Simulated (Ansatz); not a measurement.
Mulliken charges of C$_{2}$H$_{5}$BOSe (`CB(O)C=[Se]`) from PBE/def2-TZVPP in Ansatz (PBE0-D4/def2-TZVP geometry).

| atom | x (Å) | y (Å) | z (Å) | charge (e) |
| --- | --- | --- | --- | --- |
| C1 | -0.242 | -0.663 | 1.272 | -0.368 |
| B2 | 0.147 | 0.283 | 0.093 | 0.204 |
| O3 | 0.726 | 1.477 | 0.327 | -0.223 |
| C4 | -0.124 | -0.134 | -1.419 | -0.161 |
| Se5 | 0.303 | 0.910 | -2.766 | -0.078 |
| H6 | -0.022 | -0.238 | 2.251 | 0.109 |
| H7 | 0.285 | -1.620 | 1.181 | 0.105 |
| H8 | -1.309 | -0.913 | 1.230 | 0.104 |
| H9 | 0.906 | 1.938 | -0.511 | 0.186 |
| H10 | -0.588 | -1.092 | -1.655 | 0.123 |

Task: By hand: the dipole of these point charges (1 e Å = 4.8032 D).

Result: Σ q r = (-0.059, -0.142, 0.121) e Å, of length 0.196 e Å = 0.94 D.

Task: How does the dipole of the full density compare? (Estimate.)

Result: Computed: (-0.092, -0.195, -0.029) e Å, 1.04 D; the point charges give 0.90 times that, at 46° from its direction.

Point charges leave out the atoms' own dipoles, such as those of lone pairs, and Mulliken's split depends on the basis, so the two needn't agree.
